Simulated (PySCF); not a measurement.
**How methods differ on the ionisation energy of Ni**

Ni [Ar] 3d8 4s2 (3F) → Ni⁺ [Ar] 3d9 (2D), as a difference of total energies. All numbers are calculated (PySCF 2.14, the spin-free X2C one-electron Hamiltonian (Gaussian nucleus), in ANO-RCC-VTZP (6s5p3d2f1g, 59 functions)). Correlated levels: valence and next inner shell: [Ne] frozen. The calculations carry no spin-orbit coupling.

```tsv
method	ionisation energy (eV)
UHF	8.235
MP2 (valence and next inner shell)	6.384
SCS-MP2 (valence and next inner shell)	6.723
CCSD (valence and next inner shell)	7.611
CCSD(T) (valence and next inner shell)	7.591
```

How much does correlation contribute at CCSD(T) (valence and next inner shell)?

7.591 − (8.235) = -0.644 eV, measured against UHF.

A first-order spin-orbit estimate (lowest level to lowest level, LS coupling) adds 0.052 eV.

Errors of the correlated levels include the incompleteness of this basis and the frozen core.

For comparison: 7.640 eV (measured; NIST Atomic Spectra Database, ionization energies).
